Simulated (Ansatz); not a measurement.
Reaction (redistribution): `F[SiH2]N[SiH2]Cl` + `BN[SiH3]` → `[SiH3]N[SiH2]Cl` + `BN[SiH2]F`

Isolated molecules relaxed with PBE0-D4/def2-TZVP in Ansatz; ΔE leaves out vibrations. CCSD(T)/CBS adds triple-zeta CCSD(T) − MP2 to the extrapolated MP2 energy (def2 sets, frozen cores). One conformer a species, not always the lowest.

`F[SiH2]N[SiH2]Cl`:

Z-matrix (Å, degrees):
```
Si
N 1 1.713
F 1 1.598 2 112.4
H 1 1.479 2 109.3 3 117.5
H 1 1.478 2 107.9 3 -118.1
Si 2 1.716 1 128.2 3 91.8
H 2 1.012 1 115.8 3 -78.8
Cl 6 2.058 2 112.8 1 -95.8
H 6 1.477 2 107.7 1 22.8
H 6 1.479 2 109.9 1 146.2
```

`BN[SiH3]`:

Z-matrix (Å, degrees):
```
Si
N 1 1.745
H 1 1.487 2 110.4
H 1 1.480 2 107.6 3 -120.5
H 1 1.487 2 110.4 3 119.0
B 2 1.399 1 126.7 3 120.4
H 2 1.011 1 116.7 3 -59.6
H 6 1.198 2 119.6 1 -180.0
H 6 1.198 2 119.0 1 -0.0
```

`[SiH3]N[SiH2]Cl`:

Z-matrix (Å, degrees):
```
Si
N 1 1.734
H 1 1.484 2 106.6
H 1 1.487 2 112.3 3 120.0
H 1 1.487 2 110.5 3 -119.6
Si 2 1.708 1 127.5 3 -13.2
H 2 1.011 1 116.1 3 179.3
Cl 6 2.065 2 113.2 1 -84.2
H 6 1.479 2 109.4 1 157.8
H 6 1.477 2 108.8 1 33.9
```

`BN[SiH2]F`:

Z-matrix (Å, degrees):
```
Si
N 1 1.727
F 1 1.598 2 110.7
H 1 1.480 2 109.5 3 -116.8
H 1 1.475 2 108.4 3 118.5
B 2 1.404 1 125.5 3 -100.6
H 2 1.011 1 117.4 3 78.3
H 6 1.197 2 118.6 1 -0.9
H 6 1.196 2 119.8 1 179.4
```

| species | SCS-MP2/def2-QZVPP energy (Eh) |
| --- | --- |
| `F[SiH2]N[SiH2]Cl` | -1195.47432 |
| `BN[SiH3]` | -372.16403 |
| `[SiH3]N[SiH2]Cl` | -1096.23320 |
| `BN[SiH2]F` | -471.40442 |

Work out ΔE.

ΔE = (-1096.23320) + (-471.40442) − (-1195.47432) − (-372.16403) = 0.00073 Eh = +0.5 kcal/mol. CCSD(T)/CBS gives +0.5 kcal/mol.

Largest T1 diagnostic among the species: 0.012.

Leaving LDA and LC-ωPBE aside and taking each functional with its dispersion term where it has one, the values, not all of them listed here, spread over 0.4 kcal/mol, from BHLYP-D4 to PBE-D4.
